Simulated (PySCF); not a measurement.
Tl: ionisation energy

Tl [Xe] 4f14 5d10 6s2 6p1 (2P) → Tl⁺ [Xe] 4f14 5d10 6s2 (1S), as a difference of total energies. Calculation: PySCF 2.14, in aug-cc-pVTZ-PP with ECP60MDF; scalar relativity through the core potential. Correlated levels: valence: 5s2 5p6 5d10 frozen. The calculations carry no spin-orbit coupling.

```csv
method,ionisation energy (eV),error (eV)
UHF,5.007,-0.457
LDA,5.581,+0.117
PBE,5.422,-0.042
PBE0,5.438,-0.026
r2SCAN,5.499,+0.035
r2SCAN0,5.528,+0.064
wB97M-V,5.406,-0.058
LC-wPBE,5.507,+0.043
PW91,5.478,+0.014
MP2 (valence),5.180,-0.284
SCS-MP2 (valence),5.161,-0.303
```

Reference: 5.464 eV (measured; NIST levels, between the centres of gravity of the two terms).

Errors of the correlated levels include the incompleteness of this basis and the frozen core.
